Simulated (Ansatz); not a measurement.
The same path of CH₇BFN (11 atoms, charge 0, multiplicity 1) was run twice with different band settings. Lost on the way: B1–F2, N5–H11. Made: F2–H11.

Computed with Ansatz, RKS B3LYP/def2-mTZVP.

Relaxed end points:

```xyz
11
Properties=species:S:1:pos:R:3
B 0.094 -0.255 0.068
F 0.406 0.741 1.012
H 1.022 -0.560 -0.649
H -0.956 -0.071 -0.507
N -0.185 -1.605 0.993
H -0.493 -2.354 0.375
C 0.978 -2.050 1.803
H 1.789 -2.304 1.125
H 1.292 -1.219 2.428
H 0.727 -2.911 2.424
H -0.971 -1.396 1.609
```

```xyz
11
Properties=species:S:1:pos:R:3
B 0.276 -0.688 -0.407
F -1.091 0.107 2.608
H 1.319 -0.123 -0.490
H -0.621 -0.495 -1.164
N 0.080 -1.595 0.641
H -0.767 -2.153 0.650
C 1.103 -2.091 1.570
H 1.446 -3.086 1.282
H 1.953 -1.412 1.554
H 0.716 -2.137 2.588
H -0.710 -0.308 1.849
```

Common settings: climbing image yes; spring 5.0 eV/Å²; optimiser quadratic models (default); start path through a guess of the saddle point; force threshold 0.03 eV/Å; end points relaxed.

| run | movable images | iteration limit |
| --- | --- | --- |
| 1 | 7 | 52 |
| 2 | 3 | 60 |

Q: What does each run give, and how far can it be trusted?

A: Run 1: converged after 13 iterations, highest image 1.638 eV above the first end. A vibrational analysis at the climbing image gives one clearly imaginary mode, 986i cm⁻¹: a first-order saddle point.
Run 2: converged after 21 iterations, highest image 1.638 eV above the first end. Neighbouring images differ by up to 1.5 eV, so the band resolves the path poorly. Another band between the same ends (7 images) ends at a top of the same energy, where a vibrational analysis finds 1 clearly imaginary mode. So few images can step over the top or miss a turn of the path.
The orbitals stay closed-shell, which can raise the energy where a bond breaks towards radicals; this wasn't checked here.
